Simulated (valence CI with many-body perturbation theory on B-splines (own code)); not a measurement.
# E1 line list for Tl49+

Computed by valence CI with perturbative core correlation (CI+MBPT): four valence electrons over a frozen Dirac-Fock core [Ar] 3d10, radial functions for each j: 11 s, 11 p, 10 d, 8 f, 5 g, 2 h, with the one-electron correlation potential Σ1 (screened to all orders), the two-electron term Σ2, the three-electron term Σ3, Breit, model QED; selected single and double excitations, second order for the rest, scaled by the run's own slope (own B-spline code, finite nucleus).

The last digits are not significant, and no measured levels were compared; by estimate large intervals hold to a few tenths of a per cent, small ones and those within an open d or f shell to about a per cent. Among the levels kept, up to 400 cm⁻¹ of a level comes from second order outside the variational space, and about a tenth of that is noise between levels of different J, which matters for small intervals.

Lines 151 to 200 of 549 in falling wavelength, among levels below 874.33 eV, chosen from the strongest by gf and those to the six lowest levels. Wavelengths and rates use the calculated energies. Electric multipoles are in the length gauge, E1 and E2 with the static RPA response of the core. Weak lines are less certain than strong ones. Lines between different terms over intervals too small for the method are left out, as are lines whose strength nearly cancels. Where a level lies close to another of its J and parity, the split of strength between their lines is uncertain. The highest levels of a list are the least certain.

Levels are named by their leading jj configuration (3d3/2^4 stands for four electrons in 3d with j = 3/2), which in mixed levels can hold well under half, so a name can repeat and another be missing. Letters in brackets count levels of one name in rising energy.

| λ vac (nm) | Upper | Lower | A (s⁻¹) | S (a.u.) with core polarisation | S without |
| --- | --- | --- | --- | --- | --- |
| 5.706 | (4s^2 4p3/2 4f7/2) J=2 | (4s^2 4p3/2 4d5/2) J=2 | 3.71e+11 | 1.70e-01 | 1.79e-01 |
| 5.698 | (4s^2 4d3/2 4d5/2) J=2 | (4s^2 4p3/2 4d3/2) J=1 | 1.23e+11 | 5.60e-02 | 5.90e-02 |
| 5.693 | (4s 4p1/2 4p3/2 4f7/2) J=4 [d] | (4s 4p1/2 4p3/2 4d5/2) J=3 [b] | 3.21e+11 | 2.63e-01 | 2.76e-01 |
| 5.692 | (4p1/2^2 4p3/2 4d5/2) J=1 | (4p1/2^2 4p3/2^2) J=0 | 3.56e+11 | 9.73e-02 | 1.02e-01 |
| 5.678 | (4s 4p1/2 4d5/2^2) J=3 [b] | (4s 4p1/2 4p3/2 4d5/2) J=3 [b] | 7.89e+10 | 4.99e-02 | 5.24e-02 |
| 5.677 | (4s 4p1/2 4d3/2 4d5/2) J=3 [a] | (4s 4p1/2 4p3/2 4d3/2) J=2 [a] | 1.54e+11 | 9.71e-02 | 1.02e-01 |
| 5.669 | (4s 4p1/2 4p3/2 4d5/2) J=0 | (4s 4p1/2 4p3/2^2) J=1 [b] | 4.72e+11 | 4.24e-02 | 4.47e-02 |
| 5.665 | (4s 4p1/2 4p3/2 4d5/2) J=3 [b] | (4s 4p1/2 4p3/2^2) J=3 | 1.61e+11 | 1.01e-01 | 1.06e-01 |
| 5.646 | (4s^2 4d3/2 4d5/2) J=2 | (4s^2 4p3/2 4d3/2) J=2 | 1.62e+11 | 7.22e-02 | 7.58e-02 |
| 5.644 | (4s 4p1/2 4d5/2^2) J=2 [b] | (4s 4p1/2 4p3/2 4d5/2) J=1 [b] | 7.50e+10 | 3.33e-02 | 3.50e-02 |
| 5.641 | (4s 4p1/2 4d3/2 4d5/2) J=2 [c] | (4s 4p1/2 4p3/2 4d3/2) J=1 [b] | 1.61e+11 | 7.15e-02 | 7.51e-02 |
| 5.639 | (4s 4p1/2^2 4d5/2) J=3 | (4s 4p1/2^2 4p3/2) J=2 | 3.43e+11 | 2.13e-01 | 2.23e-01 |
| 5.638 | (4s 4p1/2 4p3/2 4f7/2) J=4 [c] | (4s 4p1/2 4p3/2 4d5/2) J=3 [a] | 9.03e+10 | 7.19e-02 | 7.54e-02 |
| 5.634 | (4s^2 4d3/2 4d5/2) J=1 | (4s^2 4p3/2 4d3/2) J=0 | 1.86e+11 | 4.92e-02 | 5.18e-02 |
| 5.632 | (4s 4p1/2 4p3/2 4f5/2) J=2 [a] | (4s 4p1/2 4p3/2 4d3/2) J=2 [b] | 1.13e+11 | 4.97e-02 | 5.22e-02 |
| 5.626 | (4s^2 4d3/2 4d5/2) J=1 | (4s^2 4p3/2 4d3/2) J=1 | 1.92e+11 | 5.07e-02 | 5.33e-02 |
| 5.623 | (4s 4p1/2 4p3/2 4f5/2) J=2 [c] | (4s 4p1/2 4p3/2 4d5/2) J=2 [a] | 1.28e+11 | 5.62e-02 | 5.91e-02 |
| 5.621 | (4s 4p3/2^2 4d5/2) J=1 [b] | (4s 4p3/2^3) J=1 | 6.03e+11 | 1.59e-01 | 1.67e-01 |
| 5.620 | (4s 4p1/2 4p3/2 4d5/2) J=2 [c] | (4s 4p1/2 4p3/2^2) J=2 [b] | 9.21e+10 | 4.03e-02 | 4.24e-02 |
| 5.616 | (4s^2 4p1/2 4d5/2) J=2 | (4s^2 4p1/2 4p3/2) J=1 | 3.70e+11 | 1.62e-01 | 1.70e-01 |
| 5.613 | (4s 4p1/2 4p3/2 4f7/2) J=4 [e] | (4s 4p1/2 4p3/2 4d5/2) J=3 [b] | 2.06e+11 | 1.62e-01 | 1.70e-01 |
| 5.613 | (4s 4p1/2 4p3/2 4d5/2) J=2 [b] | (4s 4p1/2 4p3/2^2) J=3 | 1.11e+11 | 4.85e-02 | 5.12e-02 |
| 5.608 | (4s 4p1/2 4d3/2 4d5/2) J=2 [a] | (4s 4p1/2 4p3/2 4d3/2) J=2 [a] | 1.88e+11 | 8.19e-02 | 8.61e-02 |
| 5.607 | (4s 4p1/2 4p3/2 4d5/2) J=4 [b] | (4s 4p1/2 4p3/2^2) J=3 | 2.35e+11 | 1.84e-01 | 1.93e-01 |
| 5.600 | (4s 4p1/2 4p3/2 4f7/2) J=3 [d] | (4s 4p1/2 4p3/2 4d3/2) J=2 [d] | 5.98e+10 | 3.63e-02 | 3.80e-02 |
| 5.597 | (4s 4p1/2 4p3/2 4d5/2) J=1 [c] | (4s 4p1/2 4p3/2^2) J=1 [a] | 4.76e+11 | 1.24e-01 | 1.30e-01 |
| 5.594 | (4s^2 4p1/2 4f5/2) J=2 | (4s^2 4p1/2 4d3/2) J=1 | 1.23e+11 | 5.30e-02 | 5.54e-02 |
| 5.590 | (4s 4p1/2 4d3/2 4d5/2) J=2 [a] | (4s 4p1/2 4p3/2 4d3/2) J=1 [a] | 1.60e+11 | 6.90e-02 | 7.26e-02 |
| 5.584 | (4s 4p1/2 4d5/2^2) J=5 [b] | (4s 4p1/2 4p3/2 4d5/2) J=4 [b] | 2.81e+11 | 2.66e-01 | 2.79e-01 |
| 5.582 | (4s 4p1/2 4p3/2 4f7/2) J=5 [b] | (4s 4p1/2 4p3/2 4d5/2) J=4 [a] | 7.41e+10 | 6.99e-02 | 7.33e-02 |
| 5.581 | (4s 4p1/2 4d3/2 4d5/2) J=2 [d] | (4s 4p1/2 4p3/2 4d3/2) J=1 [c] | 7.14e+10 | 3.06e-02 | 3.22e-02 |
| 5.580 | (4s^2 4p3/2 4d5/2) J=1 | (4s^2 4p3/2^2) J=0 | 4.91e+11 | 1.26e-01 | 1.33e-01 |
| 5.577 | (4s 4p1/2 4p3/2 4d5/2) J=3 [d] | (4s 4p1/2 4p3/2^2) J=2 [b] | 6.74e+11 | 4.04e-01 | 4.25e-01 |
| 5.572 | (4p1/2^2 4p3/2 4d5/2) J=3 | (4p1/2^2 4p3/2^2) J=2 | 6.76e+11 | 4.04e-01 | 4.24e-01 |
| 5.571 | (4s 4p1/2 4d5/2^2) J=3 [a] | (4s 4p1/2 4p3/2 4d5/2) J=3 [a] | 2.26e+11 | 1.35e-01 | 1.42e-01 |
| 5.564 | (4s 4p1/2 4p3/2 4d5/2) J=2 [c] | (4s 4p1/2 4p3/2^2) J=1 [a] | 2.88e+11 | 1.22e-01 | 1.29e-01 |
| 5.561 | (4s 4p1/2 4p3/2 4d5/2) J=3 [a] | (4s 4p1/2 4p3/2^2) J=2 [a] | 2.38e+11 | 1.41e-01 | 1.48e-01 |
| 5.559 | (4s 4p1/2 4p3/2 4d5/2) J=1 [b] | (4s 4p1/2 4p3/2^2) J=0 | 3.23e+11 | 8.21e-02 | 8.63e-02 |
| 5.558 | (4s 4p1/2 4p3/2 4f7/2) J=1 | (4s 4p1/2 4p3/2 4d3/2) J=0 [b] | 1.17e+11 | 2.99e-02 | 3.13e-02 |
| 5.554 | (4s 4p1/2 4p3/2 4f7/2) J=4 [d] | (4s 4p1/2 4p3/2 4d5/2) J=3 [a] | 1.06e+11 | 8.10e-02 | 8.50e-02 |
| 5.553 | (4s 4p1/2 4p3/2 4d5/2) J=2 [d] | (4s 4p1/2 4p3/2^2) J=1 [b] | 6.04e+11 | 2.55e-01 | 2.69e-01 |
| 5.553 | (4s 4p1/2 4p3/2 4f5/2) J=2 [c] | (4s 4p1/2 4p3/2 4d3/2) J=1 [d] | 1.59e+11 | 6.72e-02 | 7.05e-02 |
| 5.547 | (4s 4p1/2 4p3/2 4f5/2) J=4 [b] | (4s 4p1/2 4p3/2 4d5/2) J=4 [a] | 1.03e+11 | 7.84e-02 | 8.25e-02 |
| 5.539 | (4s 4p1/2 4d3/2 4d5/2) J=1 [a] | (4s 4p1/2 4p3/2 4d3/2) J=1 [a] | 2.58e+11 | 6.50e-02 | 6.84e-02 |
| 5.531 | (4s 4p1/2 4d3/2 4d5/2) J=1 [a] | (4s 4p1/2 4p3/2 4d3/2) J=0 [a] | 2.25e+11 | 5.64e-02 | 5.94e-02 |
| 5.513 | (4s 4p1/2 4d3/2 4d5/2) J=2 [d] | (4s 4p1/2 4p3/2 4d3/2) J=1 [b] | 7.73e+10 | 3.20e-02 | 3.35e-02 |
| 5.513 | (4s 4p3/2^2 4d5/2) J=2 [a] | (4s 4p3/2^3) J=2 | 4.49e+11 | 1.86e-01 | 1.95e-01 |
| 5.512 | (4s 4p1/2 4p3/2 4d5/2) J=2 [d] | (4s 4p1/2 4p3/2^2) J=2 [b] | 1.21e+11 | 4.99e-02 | 5.26e-02 |
| 5.506 | (4s 4p1/2 4d5/2^2) J=3 [a] | (4s 4p1/2 4p3/2 4d3/2) J=2 [d] | 1.86e+11 | 1.07e-01 | 1.13e-01 |
| 5.504 | (4s 4p1/2 4p3/2 4f7/2) J=3 [b] | (4s 4p1/2 4p3/2 4d3/2) J=2 [c] | 7.27e+10 | 4.19e-02 | 4.40e-02 |
